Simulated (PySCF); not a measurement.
## Static response to an electric field

Species: cis-Hf(H2O)2Br4 (singlet state).
Geometry (PBE0-D3(BJ)/def2-SVP, Å), atoms numbered from 1 in this order:
```xyz
11
Br4H4HfO2 angstrom
Hf    -0.595    0.098   -0.570
O     -0.389   -0.144    1.721
H     -0.736   -0.948    2.133
H     -0.573    0.620    2.284
Br    -0.349    0.347   -3.054
O      1.712   -0.137   -0.446
H      2.237    0.642   -0.679
H      2.101   -0.921   -0.857
Br    -3.072    0.355   -0.297
Br     0.130    2.456    0.143
Br    -0.367   -2.453   -0.346
```

Level: B3LYP/def2-SVPD (PySCF), static field, nuclei fixed, core orbitals frozen in the response. The polarisability tensor in these axes (au):

```
x   144.80   1.99  -5.92
y     1.99 161.47   2.07
z    -5.92   2.07 145.04
```

Diagonalise the tensor; give its mean and Δα, where Δα² is half the sum of the squared differences of the eigenvalues.

Principal values 138.64, 150.84 and 161.83 au; mean 150.44 au = 22.29 Å³ = 24.80 × 10⁻⁴⁰ C²·m²/J; Δα = 20.09 au (13 % of the mean).

What is the dipole moment, and where does it point?

(3.90, -0.79, 3.83) D, 5.53 D in size, pointing from the negative to the positive side. Measured along this direction, the outermost atoms are Br9 and Br5 at the negative end and H3, H4, H8 and H7 at the positive end.

Orientational against electronic polarisability at 500 K (dilute gas, rigid molecules)?

In Gaussian units μ²/3kT = 147.53 Å³ against 22.29 Å³, a ratio of 6.62; the Debye molar polarisation (4π/3)N_A(α + μ²/3kT) is 428.4 cm³/mol, leaving out the vibrational part.

Find the Langevin capture rate constant for H3O+ (19.018 u) meeting this molecule (531.641 u), k = 2.342 × 10⁻⁹ cm³/s × √(α in Å³ / reduced mass in u).

The reduced mass is 18.36 u, so k = 2.58 × 10⁻⁹ cm³/s. The formula leaves out the permanent dipole, which adds to the capture rate.

Refractivity n − 1 of an ideal gas of it at 350 K and 1 atm, from the electronic α?

N = p/kT = 2.0968 × 10¹⁹ cm⁻³, so n − 1 = 2π × N × 22.29 × 10⁻²⁴ cm³ = 2937 × 10⁻⁶ at long wavelengths.

Geometry: PBE0-D3(BJ)/def2-SVP; no solvent, vibrations or thermal averaging. Atoms past krypton carry effective core potentials; spin–orbit coupling is left out. The calculation is non-relativistic apart from the core potentials, for bromine too.
